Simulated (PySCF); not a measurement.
Indirect couplings

Geometry (Å), atoms numbered from 1 in this order:
```xyz
16

C     2.7293    0.1988   -0.2148
Se    1.1586    1.3294   -0.0543
C     0.0540    0.0571    0.8703
C    -0.4303   -1.1858    0.1743
C    -1.4037   -0.0996    0.5197
C    -2.0834    0.7079   -0.5541
H     3.4845    0.7688   -0.7732
H     3.1294   -0.0554    0.7761
H     2.4840   -0.7183   -0.7679
H     0.3058   -0.0375    1.9314
H    -0.1682   -1.2992   -0.8825
H    -0.4453   -2.1204    0.7423
H    -2.0387   -0.2998    1.3905
H    -2.9815    0.1851   -0.9185
H    -1.4146    0.8759   -1.4103
H    -2.3987    1.6927   -0.1739
```

Indirect spin–spin couplings were computed at B3LYP/pcJ-1 (pcSseg-1 on Se) (without the spin–dipole term) (PySCF) on a PBE0-D3(BJ)/def2-SVP structure, for the isolated molecule, without vibrational or relativistic corrections. Couplings are averaged over pairs made equivalent by symmetry, fast rotation or ring inversion, so a value needn't be that of the named pair in this geometry, while other rotamers aren't included; one pair stands for each set, and the list holds a selection of those of at least 1.5 Hz over up to four bonds.

Isotopes: ¹³C, ¹H.

```
    pair  bonds  J (Hz)
  C1, H7      1   147.9
  C3, C4      1    12.5
  C3, C5      1    14.1
 C3, H10      1   183.8
  C4, C5      1    17.5
 C4, H11      1   169.0
 C4, H12      1   169.1
  C5, C6      1       ?
 C5, H13      1       ?
 C6, H14      1   133.6
  C3, C6      2    -1.5
 C3, H12      2    -2.1
 C5, H11      2    -2.0
H11, H12      2    -4.8
H14, H15      2   -14.0
  C1, C5      3       ?
  C3, H7      3       ?
 C3, H14      3     5.3
 C4, H14      3       ?
 C6, H11      3       ?
 C6, H12      3     2.7
H10, H11      3     5.9
H10, H12      3       ?
H10, H13      3    10.2
H12, H13      3     9.8
H13, H14      3       ?
```

Q: Estimate the withheld couplings, with signs.

A: 
- ¹J(C5,C6) = 47.8 Hz (bond length 1.506 Å)
- ¹J(C5,H13) = 163.2 Hz (bond length 1.096 Å, sp3 carbon)
- ³J(C1,C5) = 2.8 Hz (dihedral angle 139°)
- ³J(C3,H7) = 4.8 Hz (mean over equivalent pairs that range from 1.4 to 10.2 Hz in this conformer)
- ³J(C4,H14) = 4.9 Hz (mean over equivalent pairs that range from 1.4 to 10.6 Hz in this conformer)
- ³J(C6,H11) = 6.3 Hz (dihedral angle 6°)
- ³J(H10,H12) = 8.7 Hz (dihedral angle 4°)
- ³J(H13,H14) = 7.3 Hz (mean over equivalent pairs that range from 3.3 to 14.8 Hz in this conformer)

Relativistic effects of the heavier atoms present are left out.
